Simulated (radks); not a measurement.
Results of a calculation; reference values are marked as such.
Question: Tc II, 42 electrons, occupied as [Kr] 4d5 5s1. Level of theory: non-relativistic Kohn-Sham, PBE, spin-polarised, spherical densities, point nucleus; open shells are filled with parallel spins first (spin-orbit coupling, left out, can overturn this in heavy ions); relativity is left out, which matters for an element this heavy (a radial shooting solver on a logarithmic mesh with Libxc functionals). Some entries of the table are withheld. Estimate them.

orbital  occ.  eigenvalue (eV)  <1/r> (bohr^-1)
1s up       1        -20326.22            42.48
1s down     1        -20326.21            42.48
2s up       1        -2855.478            9.594
2s down     1        -2854.798            9.595
2p up       3        -2636.853            9.589
2p down     3        -2636.356            9.590
3s up       1        -501.5204            3.345
3s down     1        -501.1808            3.345
3p up       3        -416.6698            3.255
3p down     3        -416.2739            3.255
3d up       5        -260.9696            3.082
3d down     5        -260.3546            3.082
4s up       1              (1)            1.245
4s down     1              (2)            1.256
4p up       3         -53.2288            1.130
4p down     3         -49.5806            1.141
4d up       5         -15.7450              (3)
4d down     0         -11.8836              (4)
5s up       1         -11.6758           0.4200

Answer: 
(1) 4s up eigenvalue (eV): -77.9030
(2) 4s down eigenvalue (eV): -74.4641
(3) 4d up <1/r> (bohr^-1): 0.8152
(4) 4d down <1/r> (bohr^-1): 0.8121
